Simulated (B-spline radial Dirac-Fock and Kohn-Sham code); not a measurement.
# How the levels of silver move as electrons are removed

Calculated with a B-spline atomic structure program, using Dirac-Fock (average of configuration) total-energy differences with a finite nucleus, the Breit interaction including its frequency dependence, and self-energy and vacuum-polarisation corrections. Each ion is free and in its tabulated ground configuration. No correlation.

Reference: Ag, [Kr] 4d10 5s1, with 1s 25521.1 eV, 2s 3820.4 eV, 2p1/2 3532.7 eV, 2p3/2 3359.9 eV, 4p3/2 68.44 eV, Kα1 (K-L3) 22161.3 eV, Kβ1 (K-M3) 24938.9 eV, Lℓ (L3-M1) 2631.7 eV. Shifts from it, in eV (a dash: the subshell is empty, belongs to an open shell averaged over j, or its hole state is left out as unreliable):

```
 ion  configuration      1s      2s   2p1/2   2p3/2   4p3/2    Kα1    Kβ1     Lℓ
 Ag⁺      [Kr] 4d10    +9.1    +8.9    +8.9    +8.9    +9.0  +0.11  +0.12  +0.02
Ag²⁺       [Kr] 4d9   +25.4   +25.4   +25.4   +25.4   +23.9  -0.06  +0.08  +0.15
Ag³⁺       [Kr] 4d8   +43.6   +43.8   +43.8   +43.8   +40.1  -0.25  +0.14  +0.39
Ag⁴⁺       [Kr] 4d7   +63.5   +64.0   +63.9   +63.9   +57.3  -0.46  +0.33  +0.77
Ag⁵⁺       [Kr] 4d6   +85.0   +85.7   +85.6   +85.7   +75.6  -0.68  +0.66  +1.30
Ag⁶⁺       [Kr] 4d5       ?       ?       ?       ?       ?      ?      ?      ?
Ag⁷⁺       [Kr] 4d4  +132.4  +133.6  +133.5  +133.6  +114.6  -1.12  +1.83  +2.86
Ag⁸⁺       [Kr] 4d3  +158.3  +159.7  +159.6  +159.6  +135.3  -1.34  +2.69  +3.91
Ag⁹⁺       [Kr] 4d2  +185.5  +187.1  +187.1  +187.1  +156.8  -1.55  +3.75  +5.15
```

Task: Give the missing shifts for Ag⁶⁺.

Result: 1s +108.0, 2s +108.9, 2p1/2 +108.9, 2p3/2 +108.9, 4p3/2 +94.7, Kα1 -0.90, Kβ1 +1.15, Lℓ +1.99 (eV).

Over this range K (1s) moves by +185.5 eV and Kα1 by -1.6 eV: a line is a difference of two levels that shift in the same direction.
